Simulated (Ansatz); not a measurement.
Consider the substitution at a C–C bond: `CC(C)OCC1CO1` + `O[SiH3]` → `[SiH3]OC1CO1` + `COC(C)C`.

Isolated molecules relaxed with PBE0-D4/def2-TZVP in Ansatz; ΔE leaves out vibrations. CCSD(T)/CBS is the MP2 limit (def2-TZVPP, def2-QZVPP) plus CCSD(T) − MP2 in def2-TZVPP, frozen cores. Functionals use def2-TZVPP. B3LYP here is the variant with VWN-RPA as its local correlation; programs differ in this. Each species was taken in one conformer, which may not be the lowest.

```csv
level,ΔE (kJ/mol),difference from CCSD(T)/CBS
PBE-D4,22.3,-8.3
r2SCAN-D4,22.8,-7.8
PBE0-D4,24.8,-5.8
B3LYP-D4,20.8,-9.8
ωB97X-V,23.3,-7.3
B2PLYP,23.7,-6.9
PBE,21.1,-9.5
r2SCAN,21.6,-9.0
PBE0,23.4,-7.2
B3LYP,19.7,-10.9
HF/def2-TZVPP,18.9,-11.7
CCSD/def2-TZVPP,27.9,-2.7
CCSD(T)/def2-TZVPP,28.1,-2.5
MP2/def2-QZVPP,33.8,3.2
SCS-MP2/def2-QZVPP,30.4,-0.2
HF/CBS(def2),18.9,-11.7
CCSD(T)/CBS,30.6,0
```

Largest T1 diagnostic among the species: 0.012.

In def2-TZVPP, CCSD(T) changes the Hartree–Fock value by +9.2 kJ/mol (the triples alone add +0.3 kJ/mol) and MP2 by +13.5 kJ/mol.

CCSD(T)/CBS has its own doubt, a few kJ/mol and more with outer-core shells, so smaller differences from it don't rank the levels.
